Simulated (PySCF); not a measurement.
Cl$_{2}$Sr, charge -1, doublet, at a GFN2-xTB geometry (such geometries of metal compounds can be far from the true shape) (a state made from the parent by changing its charge; the spin is typed, not shown lowest) (all electrons, no relativity) (in this run its highest filled SCF level lies above zero, so its values depend strongly on the basis, on diffuse functions most of all); B3LYP/3-21G (PySCF).

Here is a job for PySCF.
```python
from pyscf import gto, scf, dft

mol = gto.M(
    atom='''
Sr    0.212357   -0.454761    0.093682
Cl    1.490875    0.961218   -1.823420
Cl   -1.965556    0.055305    1.614014
''',
    basis='3-21g',
    charge=-1,
    spin=1,
    verbose=5,
)

mf = dft.UKS(mol)
mf.xc = 'b3lyp'
mf.kernel()
mf.analyze()
```

Problem. Predict the main parts of the log of this PySCF run.

Solution. 
```
PySCF version 2.14.0

[INPUT] verbose = 5
[INPUT] max_memory = 4000
[INPUT] num. atoms = 3
[INPUT] num. electrons = 73
[INPUT] charge = -1
[INPUT] spin (= nelec alpha-beta = 2S) = 1
[INPUT] symmetry False subgroup None
[INPUT] Mole.unit = angstrom
[INPUT] Symbol           X                Y                Z      unit          X                Y                Z       unit  Magmom
[...]
[INPUT] ---------------- BASIS SET ----------------
[INPUT] l, kappa, [nprim/nctr], expnt,             c_1 c_2 ...
[INPUT] Sr
[...]
                                1092.8519         0.37131
                                239.98182         0.686444
[...]
                                70.09046          0.089544
                                22.17641          0.964813
[...]
                                8.475114          0.270084
                                2.942934          0.91592
[...]
                                0.852356          0.497255
                                0.321537          0.72386
[...]
                                0.048177          1.120939
[...]
                                70.09046          0.591947
                                22.17641          0.422171
[...]
                                8.475114          0.493478
                                2.942934          0.570983
[...]
                                0.852356          0.498322
                                0.321537          0.565056
[...]
                                0.048177          0.999893
[...]
                                11.881489         0.513068
                                3.387558          0.567664
[INPUT] Cl
[...]
                                207.857           0.380363
                                45.1554           0.67819
[...]
                                13.9765           0.0511338
                                3.8871            0.991337
[...]
                                0.526955          1.18252
[...]
                                13.9765           0.458682
                                3.8871            0.601962
[...]
                                0.526955          0.822321
[...]
nuclear repulsion = 283.634459502419
number of shells = 26
number of NR pGTOs = 120
number of NR cGTOs = 52
basis = 3-21g
ecp = {}

******** <class 'pyscf.dft.uks.UKS'> ********
method = UKS
initial guess = minao
damping factor = 0
level_shift factor = 0
DIIS = <class 'pyscf.scf.diis.CDIIS'>
diis_start_cycle = 1
diis_space = 8
diis_damp = 0
[...]
converged SCF energy = -4035.1508226059  <S^2> = 0.75027404  2S+1 = 2.000274
Total Energy =                       -4035.150822605900430
[...]
spin_pop of  0 Sr 4s        0.00008
spin_pop of  0 Sr 5s        0.74035
spin_pop of  0 Sr 6s        0.01621
spin_pop of  0 Sr 2px       0.00000
spin_pop of  0 Sr 2py       0.00000
spin_pop of  0 Sr 2pz      -0.00000
spin_pop of  0 Sr 3px       0.00000
spin_pop of  0 Sr 3py       0.00000
spin_pop of  0 Sr 3pz      -0.00000
spin_pop of  0 Sr 4px      -0.00000
spin_pop of  0 Sr 4py       0.00003
spin_pop of  0 Sr 4pz      -0.00001
spin_pop of  0 Sr 5px       0.02513
spin_pop of  0 Sr 5py       0.11118
spin_pop of  0 Sr 5pz       0.00610
spin_pop of  0 Sr 6px       0.00088
spin_pop of  0 Sr 6py       0.00398
spin_pop of  0 Sr 6pz       0.00018
spin_pop of  0 Sr 3dxy      0.00000
spin_pop of  0 Sr 3dyz      0.00000
spin_pop of  0 Sr 3dz^2     0.00000
spin_pop of  0 Sr 3dxz      0.00000
spin_pop of  0 Sr 3dx2-y2    0.00000
spin_pop of  1 Cl 1s        0.00000
spin_pop of  1 Cl 2s        0.00000
spin_pop of  1 Cl 3s        0.01290
spin_pop of  1 Cl 4s        0.00695
spin_pop of  1 Cl 2px       0.00000
spin_pop of  1 Cl 2py       0.00000
spin_pop of  1 Cl 2pz       0.00000
spin_pop of  1 Cl 3px       0.00194
spin_pop of  1 Cl 3py       0.01165
spin_pop of  1 Cl 3pz       0.01155
spin_pop of  1 Cl 4px       0.00129
spin_pop of  1 Cl 4py       0.00014
spin_pop of  1 Cl 4pz       0.00150
spin_pop of  2 Cl 1s        0.00000
spin_pop of  2 Cl 2s        0.00000
spin_pop of  2 Cl 3s        0.01290
spin_pop of  2 Cl 4s        0.00695
spin_pop of  2 Cl 2px       0.00000
spin_pop of  2 Cl 2py       0.00000
spin_pop of  2 Cl 2pz       0.00000
spin_pop of  2 Cl 3px       0.01742
spin_pop of  2 Cl 3py       0.00296
spin_pop of  2 Cl 3pz       0.00476
spin_pop of  2 Cl 4px       0.00159
spin_pop of  2 Cl 4py      -0.00003
spin_pop of  2 Cl 4pz       0.00137
 ** Mulliken Spin Density (per atom)  **
spin density of  0 Sr =      0.90416
spin density of  1 Cl =      0.04792
spin density of  2 Cl =      0.04792
 ** Mulliken pop alpha/beta on meta-lowdin orthogonal AOs **
 ** Mulliken pop       alpha | beta **
In total            37.00000 | 36.00000
 ** Mulliken atomic charges   ( Nelec_alpha | Nelec_beta ) **
charge of  0Sr =      0.80327  (    19.05044     18.14629 )
charge of  1Cl =     -0.90163  (     8.97478      8.92686 )
charge of  2Cl =     -0.90163  (     8.97478      8.92686 )

WARN: System has nonzero charge -1; the dipole moment is origin-dependent.
Location of origin: [0. 0. 0.]

Dipole moment(X, Y, Z, Debye):  0.33923, -0.72668,  0.14984
```
